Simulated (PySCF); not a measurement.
# Electric field gradients and quadrupole coupling constants

C4H10O2S.
Cartesian coordinates in Å at the GFN2-xTB level; atoms count from 1:
```
atom  x, y, z in Å
C1    -1.5329    1.4708    0.3756
O2    -1.0156    0.3842   -0.3700
C3    -0.4358   -0.6263    0.3850
C4    -0.3747   -1.9111   -0.4159
S5     1.3453   -0.1911    0.9155
C6     1.8817    0.4305   -0.7320
O7     1.2268    0.9917    1.7777
H8    -2.3162    1.1290    1.0610
H9    -0.7515    1.9736    0.9476
H10   -1.9591    2.1589   -0.3520
H11   -0.9596   -0.7665    1.3406
H12    0.2391   -2.6422    0.1034
H13   -1.3737   -2.3176   -0.5553
H14    0.0479   -1.7111   -1.3964
H15    1.0498    0.9287   -1.2202
H16    2.6952    1.1269   -0.5607
H17    2.2263   -0.4163   -1.3139
```

Field gradients from the PBE0/pcSseg-1 density (PySCF, non-relativistic), principal values in atomic units, ordered |Vxx| ≤ |Vyy| ≤ |Vzz|:

```tsv
atom	Vxx	Vyy	Vzz
O2	-0.1025	-1.8455	1.9480
S5	0.8348	1.1412	-1.9760
O7	-0.6027	-1.1407	1.7434
```

Find the asymmetry η = (Vxx − Vyy)/Vzz and the couplings χ = eQV/h (234.96 MHz × Q in barn × V in au), with Q(17O) = −0.0256 b, Q(33S) = −0.0678 b.

```tsv
atom	environment	nucleus	η	χzz (MHz)	χxx (MHz)	χyy (MHz)
O2	ether oxygen	17O	0.89	-11.72	0.62	11.10
S5	sulfinyl sulfur	33S	0.16	31.48	-13.30	-18.18
O7	sulfinyl oxygen	17O	0.31	-10.49	3.63	6.86
```

What is Vzz at O7 in SI units (1 au = 9.71736 × 10²¹ V/m²)?

1.7434 au = 16.941 × 10²¹ V/m².

And the gradient at the other heavy atoms, for which no coupling is worked out here?

```json
{"atom": "C1", "environment": "methoxy carbon", "Vzz (au)": "0.450", "η": "0.18"}
{"atom": "C3", "environment": "sp3 carbon bound to oxygen", "Vzz (au)": "-0.266", "η": "1.00"}
{"atom": "C4", "environment": "methyl carbon", "Vzz (au)": "0.086", "η": "0.12"}
{"atom": "C6", "environment": "S-methyl carbon", "Vzz (au)": "0.228", "η": "0.27"}
```

What couplings would deuterons (Q(2H) = 0.00286 b) have in place of the hydrogens, at this geometry?

```
atom  bonded to  bond length (Å)  Vzz (au)     η  χzz (kHz)
  H8         C1            1.096    0.2932  0.10        197
  H9         C1            1.091    0.2835  0.08        191
 H10         C1            1.088    0.3064  0.08        206
 H11         C3            1.099    0.2801  0.07        188
 H12         C4            1.087    0.3128  0.03        210
 H13         C4            1.088    0.3143  0.03        211
 H14         C4            1.086    0.3149  0.03        212
 H15         C6            1.086    0.3089  0.02        208
 H16         C6            1.085    0.3185  0.03        214
 H17         C6            1.084    0.3211  0.04        216
```

The structure is a single GFN2-xTB conformer in the gas phase; no vibrational or solvent corrections. GFN2-xTB bond lengths can be off by several hundredths of an ångström, more for odd bonds, and the gradients follow them. The basis is small and wasn't made for field gradients, so the couplings can be 20 % off.
